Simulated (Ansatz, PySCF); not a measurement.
Gas-phase reaction in SMILES: CCN([SiH3])CC + 2 C (CH4) + 2 N (NH3) -> 2 CC (C2H6) [ethane] + 2 CN (CH5N) + N[SiH3]
Each molecule is optimised on its own at B3LYP-D3(BJ)/def2-TZVP (Ansatz, a first-principles code), one conformer each, not searched for the lowest. Frequencies are from Ansatz or PySCF.

Wanted: bond separation energy (enthalpy at 298 K, with B3LYP-D3(BJ) rigid-rotor harmonic-oscillator terms), in eV. Cores are frozen in the correlated levels unless marked. Spin-orbit coupling is left out. No relativistic terms. CBS marks a two-point X^-3 extrapolation of the correlation energy; Hartree-Fock from the larger set. The bracket is a focal-point correction in the basis named.

RI-MP2/CBS(cc-pV(T+d)Z,cc-pV(Q+d)Z)+[CCSD(T)-MP2]/cc-pV(T+d)Z (Ansatz) gives 0.54 eV.

### Question
Another calculation gave 0.62 eV. Which level was it?
(A) SVWN5/def2-TZVPD (Ansatz)
(B) B2GP-PLYP/def2-TZVPD (Ansatz)
(C) revPBE/def2-TZVPD (Ansatz)

### Answer
A, SVWN5/def2-TZVPD (Ansatz). The others give 0.44 (B2GP-PLYP), 0.23 (revPBE) eV.
